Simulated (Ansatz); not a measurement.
Geometry optimisation, RKS LDA/def2-SVP (Ansatz).

Input:

```yaml
crystal:
  periodic: [false, false, false]
  atoms:
    - { symbol: Ti, position_ang: [0.0, 0.0, 0.0] }
    - { symbol: Cl, position_ang: [0.0, 0.0, 2.72] }
    - { symbol: F, position_ang: [1.7257, 0.0, -0.6094] }
    - { symbol: F, position_ang: [-0.8619, 1.4933, -0.6094] }
    - { symbol: F, position_ang: [-0.8619, -1.4933, -0.6094] }
    - { symbol: O, position_ang: [-2.1067, 0.0, 0.7] }
    - { symbol: H, position_ang: [-2.6519, -0.6297, 0.1286] }
    - { symbol: H, position_ang: [-1.4892, 0.0, 1.9123] }
basis:
  gaussian: { orbitals: def2-SVP }
hamiltonian:
  xc: lda
relax:
  f_tol: 0.15
  max_steps: 25
  restrain:
    - { distance: [0, 5], at: 1.92, k: 30.0 }
    - { distance: [7, 1], at: 1.37, k: 30.0 }
    - { distance: [0, 1], at: 3.57, k: 30.0 }
    - { distance: [7, 5], at: 2.21, k: 30.0 }
output:
  orbitals: {}
```

Command:

```bash
$ ansatz run input.yaml --threads 4 --pin off --max-ram 5120MiB --backend cpu --events-out ev --progress --plain --runs-dir out
```

Question: Where does it end, and by what steps?

Answer: The forces met the threshold. The restraints hold the end off the free minimum. After 16 steps the energy has fallen by 2.183 eV (the restraints' own energy left out); F5 moved furthest, 1.55 Å. Parted: Ti1–Cl2 (2.72 → 3.56 Å).

```json
{"step": "0", "energy less start (eV)": "0.0000", "largest force component (eV/Å)": "3.522", "accepted": "yes"}
{"step": "1", "energy less start (eV)": "0.3463", "largest force component (eV/Å)": "2.704", "accepted": "yes"}
{"step": "2", "energy less start (eV)": "0.3991", "largest force component (eV/Å)": "2.151", "accepted": "yes"}
{"step": "3", "energy less start (eV)": "-0.3857", "largest force component (eV/Å)": "1.413", "accepted": "yes"}
{"step": "4", "energy less start (eV)": "-1.0224", "largest force component (eV/Å)": "1.299", "accepted": "yes"}
{"step": "5", "energy less start (eV)": "-1.4954", "largest force component (eV/Å)": "1.405", "accepted": "yes"}
{"step": "6", "energy less start (eV)": "-1.8033", "largest force component (eV/Å)": "1.558", "accepted": "yes"}
{"step": "7", "energy less start (eV)": "-2.0083", "largest force component (eV/Å)": "1.266", "accepted": "yes"}
{"step": "8", "energy less start (eV)": "-2.0393", "largest force component (eV/Å)": "2.857", "accepted": "yes"}
{"step": "9", "energy less start (eV)": "-2.0055", "largest force component (eV/Å)": "1.628", "accepted": "no"}
{"step": "10", "energy less start (eV)": "-2.0757", "largest force component (eV/Å)": "1.565", "accepted": "yes"}
{"step": "11", "energy less start (eV)": "-2.0924", "largest force component (eV/Å)": "1.488", "accepted": "yes"}
{"step": "12", "energy less start (eV)": "-2.1043", "largest force component (eV/Å)": "1.312", "accepted": "yes"}
{"step": "13", "energy less start (eV)": "-2.1561", "largest force component (eV/Å)": "1.457", "accepted": "yes"}
{"step": "14", "energy less start (eV)": "-2.1554", "largest force component (eV/Å)": "1.387", "accepted": "yes"}
{"step": "15", "energy less start (eV)": "-2.1816", "largest force component (eV/Å)": "1.512", "accepted": "yes"}
{"step": "16", "energy less start (eV)": "-2.1833", "largest force component (eV/Å)": "1.378", "accepted": "yes"}
```

```xyz
8
Properties=species:S:1:pos:R:3
Ti -0.422 -0.162 -0.448
Cl -0.089 0.932 2.927
F 1.090 -0.793 0.078
F -0.363 1.551 -0.637
F -0.774 -0.812 -2.003
O -1.802 -0.672 0.689
H -2.721 -0.869 0.420
H -1.164 0.195 2.607
```

Run time: 20 s on 4 threads of Arm Neoverse V1, on a shared host, peak memory 0.18 GiB.
